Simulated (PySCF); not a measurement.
**I³⁺ (iodine, charge +3) across methods**

[Kr] 4d10 5s2 5p2, high-spin 3P determinant. All numbers are calculated (PySCF 2.14, the spin-free X2C one-electron Hamiltonian (Gaussian nucleus), in x2c-TZVPPall with one added diffuse shell each of s, p, d, f type (9s7p5d3f, 76 functions)).

```tsv
method	E (hartree)	mean ε 5s α (eV)	mean ε 5s β (eV)	mean ε 5p α (eV)	Σ⟨r²⟩ (bohr²)	⟨S²⟩
r2SCAN	-7113.38	-47.780	-45.309	-35.455	34.88	2.003
wB97X-V	-7113.07	-51.749	-49.109	-38.719	34.89	2.002
UHF	-7110.56220	-54.010	-48.417	-39.841	35.21	2.006
PBE0	-7113.02	-49.123	-46.445	-36.443	34.87	2.002
PBE	-7112.94	-47.157	-45.344	-35.027	34.86	2.001
HSE06	-7112.94	-48.657	-46.150	-35.983	34.90	2.002
BLYP	-7113.62	-46.967	-45.454	-34.770	34.92	2.001
B97-3	-7112.99	-49.052	-46.415	-36.304	34.83	2.002
```

Question: Estimate the same row for LDA.

Answer: E (hartree) = -7106.83; mean ε 5s α (eV) = -47.440; mean ε 5s β (eV) = -45.890; mean ε 5p α (eV) = -35.124; Σ⟨r²⟩ (bohr²) = 34.81; ⟨S²⟩ = 2.001.
